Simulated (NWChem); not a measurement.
C3H7NSi; SMILES CN1C=C[SiH2]1

```xyz
12

C     -0.1941     2.0487     0.1170
N      0.0095     0.6798    -0.2587
C      1.2070    -0.0107    -0.0511
C      0.9556    -1.3412     0.0987
Si    -0.8294    -0.8849    -0.0004
H      0.6192     2.6797    -0.2808
H     -1.1332     2.4228    -0.3176
H     -0.2398     2.2169     1.2121
H      2.1678     0.5276    -0.0512
H      1.6646    -2.1620     0.1551
H     -1.6519    -0.9066     1.2476
H     -1.6916    -1.3293    -1.1365
```
Atoms are numbered in this order, from 1.

All runs: NWChem. Medium grid unless said otherwise, to which SCAN and Minnesota functionals are sensitive. The geometry was optimised at PBE0/def2-SVP. Not confirmed as a minimum by frequencies. Hybrids' shares of exact exchange are those that their runs print; pure functionals count as 0. The functionals differ in more than this share.

| row | share of exact exchange | orbital gap (eV) |
|---|---|---|
| PBE/def2-SVP | 0.00 | 3.84 |
| BP86/def2-SVP | 0.00 | 3.85 |
| B3LYP/def2-SVP | 0.20 | 5.51 |
| B3PW91/def2-SVP | 0.20 | 5.54 |
| B97-2/def2-SVP | 0.21 | 5.67 |
| M06/def2-SVP | 0.27 | 6.06 |
| M05-2X/def2-SVP | 0.56 | withheld |
| Hartree-Fock/def2-SVP | 1.00 | 12.17 |

Fit a straight line of the last column on the one before it, predict the withheld value, and compare with the run.


1. Means of the 7 shown rows: x = 0.269, y = 6.091. Slope Σ(x − x̄)(y − ȳ)/Σ(x − x̄)² = 5.755/0.6921 = 8.315; intercept 3.858.
2. The shown rows scatter about the line by 0.032 (root mean square); the largest residual is +0.07, at B97-2/def2-SVP.
3. At x = 0.56 (M05-2X/def2-SVP; inside the shown range) the line gives 8.51.
4. The run gives 8.17, -0.34 from the line, 10.7 times the scatter.
